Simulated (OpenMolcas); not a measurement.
# Sr⁺: effect of the active space

```yaml
Program: OpenMolcas
Method: SS-CASPT2, IPEA 0.25 Eh, imaginary shift 0.1 Eh
Basis: ANO-RCC-VTZP
Scalar_Hamiltonian: DKH2, point nucleus
Spin-orbit_coupling: RASSI with atomic mean-field integrals over the reference wave functions, term energies averaged over their components
```

A. 1 electron in 4 orbitals (5s 5p); 2S+1 = 2 even, 1 root; 2S+1 = 2 odd, 3 roots; closed shells correlated: 4s 4p; CASPT2 step roughly 0.5 core-seconds
B. 1 electron in 9 orbitals (4d 5s 5p); 2S+1 = 2 even, 6 roots; 2S+1 = 2 odd, 3 roots; closed shells correlated: 4s 4p; CASPT2 step about 1.4 core-seconds

Energies in eV above 5s ²S_1/2, the measured ground level; measured values from NIST Handbook of Basic Atomic Spectroscopic Data.

```
     Level       A       B  Measured
 5s ²S_1/2  0.0000  0.0000    0.0000
5p ²P°_1/2   2.936   2.936    2.9403
5p ²P°_3/2   3.002   3.001    3.0397
```

Deviations, from unrounded energies. A percentage is the sum of absolute deviations over the sum of measured energies, with the sign that they share, or ± where signs differ.

```
           Against measurement  Levels     A     B
mean absolute deviation (cm-1)       2   170   170
      other configurations (%)       2  -0.7  -0.7
```

A, B lie about equally close to measurement. The largest miss of A in the table is 5p ²P°_3/2, by -300 cm-1. The ranking rests on the paired levels alone, and a cruder setting can come out closer through cancelling errors.

Between A and B the level of the table that moves most is 5p ²P°_1/2, by 6.3 cm-1 (lowest in B, highest in A). Moves below CASPT2's spread within the term are not significant.

ANO sets are built for ground and valence states and can reach diffuse excited orbitals poorly. With one active electron, CASPT2 adds the correlation within the correlated inactive shells and between them and that electron, and leaves the splitting within a term as the reference gives it. Computed and measured levels are paired by configuration, term and J; levels that our copy of the source lacks, or whose pairing is in doubt (as where it misses far off the trend of its configuration), stay unpaired and out of the deviations. Levels of configurations outside the active space are missing. Levels that lie high or do not pair safely by name in every column are left out.

° marks odd parity.
